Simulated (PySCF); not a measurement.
Ga(F)2(NHMe) (CH4F2GaN), SMILES C[NH][Ga]([F])[F].

Coordinates come from a PBE-D3(BJ)/def2-SVP optimisation. The structure was generated by enumeration; whether it is a known compound was not checked. Other conformers were not sampled.

Method: CAM-B3LYP/def2-TZVP (PySCF).

Symmetry labels are those of the subgroup Cs that the program uses (full group Cs).

### Question
List the valence orbital energies around the gap with their symmetry. (The exact figures need the calculation; the answer reports its results.)

### Answer

| orbital | symmetry | energy (eV) |
|---|---|---|
| HOMO−7 | A" | -13.83 |
| HOMO−6 | A' | -13.48 |
| HOMO−5 | A" | -13.03 |
| HOMO−4 | A' | -12.74 |
| HOMO−3 | A" | -12.61 |
| HOMO−2 | A' | -12.46 |
| HOMO−1 | A' | -11.67 |
| HOMO | A" | -8.89 |
| LUMO | A' | -0.31 |
| LUMO+1 | A" | 0.75 |
| LUMO+2 | A' | 1.89 |
| LUMO+3 | A' | 2.20 |
